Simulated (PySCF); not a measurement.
## P³⁺ (phosphorus, charge +3) across methods

[Ne] 3s2, closed-shell 1S. All numbers are calculated (PySCF 2.14, scalar relativity by spin-free X2C-1e, in ANO-RCC-VTZP (5s4p2d1f, 34 functions)).

| method | E (hartree) | mean ε 2s (eV) | mean ε 2p (eV) | mean ε 3s (eV) | Σ⟨r²⟩ (bohr²) | ⟨S²⟩ |
| --- | --- | --- | --- | --- | --- | --- |
| BHandHLYP | -339.8921 | -228.98 | -175.15 | -48.251 | 8.853 | 0.000 |
| M06-2X | -339.8767 | -227.37 | -174.92 | -48.563 | 8.838 | 0.000 |
| PBE | -339.7111 | -212.55 | -163.25 | -45.609 | 8.819 | 0.000 |
| PBE0 | -339.7375 | -220.85 | -169.19 | -46.956 | 8.835 | 0.000 |
| r2SCAN | -339.8262 | -217.06 | -165.71 | -45.823 | 8.878 | 0.000 |
| LDA | -338.5799 | -211.61 | -163.21 | -45.743 | 8.810 | 0.000 |
| UHF | -339.37821 | -244.36 | -185.73 | -50.004 | 8.940 | 0.000 |
| MN15 | -339.8662 | -214.74 | -169.21 | -47.459 | 8.906 | 0.000 |
| wB97X-V | -339.8267 | -222.00 | -170.85 | -49.489 | 8.858 | 0.000 |
